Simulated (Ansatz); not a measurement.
Consider the redistribution: `C[NH][Al]([CH3])[F]` + `[F][InH][GeH3]` → `[CH3][Al]([F])[GeH3]` + `C[NH][InH][F]`.

Program: Ansatz. Geometries: PBE0-D4/def2-TZVP. ΔE: electronic, gas phase. CCSD(T)/CBS adds triple-zeta CCSD(T) − MP2 to the extrapolated MP2 energy (def2 sets, frozen cores). Functionals use def2-TZVPP. B3LYP here is the variant with VWN-RPA as its local correlation; programs differ in this. Elements past krypton have def2 core potentials. For Ge, In outer-core shells are correlated without core-valence functions, which leaves a few kJ/mol of doubt a bond. Scalar relativity is left out up to krypton. Each species was taken in one conformer, which may not be the lowest.

```csv
level,ΔE (kcal/mol),difference from CCSD(T)/CBS
revPBE-D4,24.5,-0.1
B3LYP-D4,27.0,2.4
CAM-B3LYP-D4,26.7,2.1
B2PLYP,26.4,1.8
PBE-QIDH,25.8,1.2
r2SCAN,26.1,1.5
BHLYP,28.1,3.5
LC-ωPBE,24.7,0.1
RPA@PBE/def2-TZVPP,24.2,-0.4
CCSD(T)/def2-SVP,26.4,1.8
HF/def2-TZVPP,28.5,3.9
MP2/def2-TZVPP,25.8,1.2
HF/def2-QZVPP,28.5,3.9
SCS-MP2/def2-QZVPP,25.7,1.1
MP2/CBS(def2),25.4,0.8
CCSD/CBS(def2),25.4,0.8
CCSD(T)/CBS,24.6,0
```

Largest T1 diagnostic among the species: 0.016.

In def2-TZVPP, CCSD(T) changes the Hartree–Fock value by −3.5 kcal/mol (the triples alone add −0.8 kcal/mol) and MP2 by −2.7 kcal/mol. From r2SCAN to r2SCAN0 (25 % exact exchange), in def2-TZVPP and without D4, ΔE moves by +1.0 kcal/mol.
